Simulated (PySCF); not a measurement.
C₂H₂N, SMILES [CH2]C#N, multiplicity 2. Atoms are numbered in the order given.

```xyz
5

C      0.0000     0.0000     1.1886
C      0.0000     0.0000    -0.1876
N      0.0000     0.0000    -1.3523
H      0.0000     0.9360     1.7298
H      0.0000    -0.9360     1.7298
```
Charge 0, spin multiplicity 2.

Geometry optimised at PBE0-D3(BJ)/def2-TZVP. The isomer is the one that the SMILES or the coordinates give; other isomers of the formula were not compared.

All values below come from M06-2X/def2-TZVPD (PySCF).

Mulliken values depend strongly on the basis, most of all with diffuse functions as here. ESP charges are fitted to the potential on shells at 1.4 to 2.0 van der Waals radii. Atomic charges (e):

| atom | ESP fit | Mulliken | Mulliken spin |
|---|---|---|---|
| C1 | -0.52 | -0.88 | 1.00 |
| C2 | 0.47 | 0.48 | -0.31 |
| N3 | -0.45 | -0.17 | 0.41 |
| H4 | 0.25 | 0.28 | -0.05 |
| H5 | 0.25 | 0.28 | -0.05 |
